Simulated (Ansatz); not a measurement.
F₃HSTi, SMILES `[F][Ti]([F])([F])[SH]`. The species carries charge 0 and has multiplicity 1. The geometry is a stationary point of PBE0-D4/def2-TZVP. It is one conformer, not always the lowest.

```xyz
6

F     1.364    0.104   -1.280
Ti    0.328   -0.427    0.019
F    -0.017   -2.127   -0.071
F     1.095    0.009    1.524
S    -1.685    0.618   -0.140
H    -1.085    1.823   -0.052
```

Q: What is the dipole moment at B3LYP/def2-TZVPP? (Best estimate.)

A: Ansatz gave: 1.00 D, with components (-0.41, 0.91, -0.02) D in this frame, pointing from negative to positive charge.

Q: And with PBE, r2SCAN, ωB97M-V? (An estimate is asked.)

A: The calculation gave: PBE 0.88 D, r2SCAN 0.91 D, ωB97M-V 0.86 D.

Q: Give the Mulliken charges with B3LYP, ωB97M-V, r2SCAN in def2-TZVPP. (Estimate.)

A: Ansatz gave: 
| atom | B3LYP | ωB97M-V | r2SCAN |
| --- | --- | --- | --- |
| F1 | -0.36 | -0.34 | -0.35 |
| Ti2 | 1.17 | 1.09 | 1.14 |
| F3 | -0.35 | -0.34 | -0.34 |
| F4 | -0.36 | -0.34 | -0.35 |
| S5 | -0.22 | -0.19 | -0.23 |
| H6 | 0.11 | 0.13 | 0.11 |

B3LYP here is the variant with VWN-RPA as its local correlation; programs differ in this.
